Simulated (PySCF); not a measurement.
Job file and geometry (Å, from GFN2-xTB) of an NMR shielding run on `InChI=1S/C6H8FNSi2/c1-2-3-10(4-8)5-9(7)6-10/h9H,5-6H2,1H3/t9-,10+`, GIAO PBE0/pcSseg-1 NMR shielding, non-relativistic, gas phase in PySCF; density fitting, a coarse starting grid and PySCF grid level 2 are the driver's defaults:

```
$ OMP_NUM_THREADS=1 python probes_run.py task.json out

{"job": {"kind": "nmr", "xc": "PBE0", "basis": "pcSseg-1"}, "charge": 0, "multiplicity": 1}
C      3.484989     1.838260    -0.089084
C      2.292998     1.037551     0.052665
C      1.298478     0.366573     0.171710
Si    -0.217526    -0.659561     0.360757
C      0.278425    -2.161809     1.359100
N      0.589027    -3.077509     1.972557
C     -1.194842    -1.088669    -1.238899
Si    -2.775923    -0.265970    -0.547421
F     -3.899793    -1.376282    -0.203731
C     -1.797470     0.213863     1.023091
H      3.216912     2.879042    -0.269330
H      4.078918     1.474420    -0.927126
H      4.081243     1.777102     0.820971
H     -0.792746    -0.624099    -2.134807
H     -1.292749    -2.150104    -1.452288
H     -3.486787     0.737224    -1.316302
H     -2.197831    -0.195414     1.947145
H     -1.674083     1.281700     1.179360
```

**Question.** What does the program print?

**Answer.** 
```
coarse grid: 16872 points
cycle   1  E = -966.1089441173  dE =  1.141e+00  |g| = 8.004e-01  |ddm| = 4.288e+00
cycle   2  E = -965.9662941944  dE =  1.426e-01  |g| = 1.188e+00  |ddm| = 1.684e+00
cycle   3  E = -966.2302872232  dE = -2.640e-01  |g| = 2.812e-01  |ddm| = 1.028e+00
cycle   4  E = -966.2464278128  dE = -1.614e-02  |g| = 7.728e-02  |ddm| = 1.999e-01
cycle   5  E = -966.2474959688  dE = -1.068e-03  |g| = 3.081e-02  |ddm| = 6.644e-02
cycle   6  E = -966.2476719671  dE = -1.760e-04  |g| = 1.174e-02  |ddm| = 2.857e-02
cycle   7  E = -966.2477046082  dE = -3.264e-05  |g| = 2.436e-03  |ddm| = 9.788e-03
cycle   8  E = -966.2477058423  dE = -1.234e-06  |g| = 8.011e-04  |ddm| = 2.643e-03
final grid: 156672 points
cycle   9  E = -966.3120243061  dE = -3.621e-05  |g| = 7.561e-03  |ddm| = 4.207e-02
cycle  10  E = -966.3120187506  dE =  5.555e-06  |g| = 8.933e-03  |ddm| = 1.401e-02
cycle  11  E = -966.3120383549  dE = -1.960e-05  |g| = 1.568e-03  |ddm| = 7.706e-03
cycle  12  E = -966.3120388275  dE = -4.726e-07  |g| = 6.140e-04  |ddm| = 1.360e-03
cycle  13  E = -966.3120389026  dE = -7.513e-08  |g| = 1.781e-04  |ddm| = 4.681e-04
cycle  14  E = -966.3120389094  dE = -6.780e-09  |g| = 5.015e-05  |ddm| = 1.659e-04
cycle  15  E = -966.3120389097  dE = -3.706e-10  |g| = 2.575e-05  |ddm| = 5.463e-05
converged SCF energy = -966.3120389097

GIAO shielding tensors (ppm)
atom      isotropic    diamagn.    paramagn.     s11        s22        s33       span
  0 C      180.956     252.203     -71.247    172.276    172.412    198.180     25.905
  1 C       68.659     275.867    -207.208    -24.932    -24.895    255.803    280.735
  2 C      105.584     258.889    -153.304     22.341     23.019    271.393    249.052
  3 Si     402.343     883.200    -480.857    364.246    414.895    427.889     63.642
  4 C       62.272     263.942    -201.670    -52.136    -50.591    289.542    341.678
  5 N      -92.033     338.366    -430.399   -283.855   -279.497    287.252    571.107
  6 C      168.911     262.928     -94.017    141.981    181.430    183.323     41.342
  7 Si     325.599     877.208    -551.609    282.023    310.175    384.600    102.576
  8 F      358.188     461.688    -103.500    335.465    355.523    383.575     48.111
  9 C      168.896     262.940     -94.044    141.834    181.482    183.372     41.538
 10 H       29.618      28.884       0.733     24.521     27.956     36.375     11.854
 11 H       29.541      27.806       1.736     24.492     27.817     36.315     11.823
 12 H       29.488      26.886       2.602     24.422     27.791     36.251     11.828
 13 H       30.663      33.287      -2.624     26.383     28.976     36.629     10.246
 14 H       30.308      30.533      -0.225     26.475     27.802     36.647     10.171
 15 H       25.974      28.584      -2.609     22.177     24.336     31.409      9.232
 16 H       30.305      30.408      -0.102     26.475     27.814     36.626     10.151
 17 H       30.659      33.155      -2.495     26.374     28.972     36.631     10.258
```

Size and cost of the density-fitted run: 224 basis functions, 53 s wall time on 1 thread of an Arm Neoverse V1, shared host; peak memory 1 GiB.
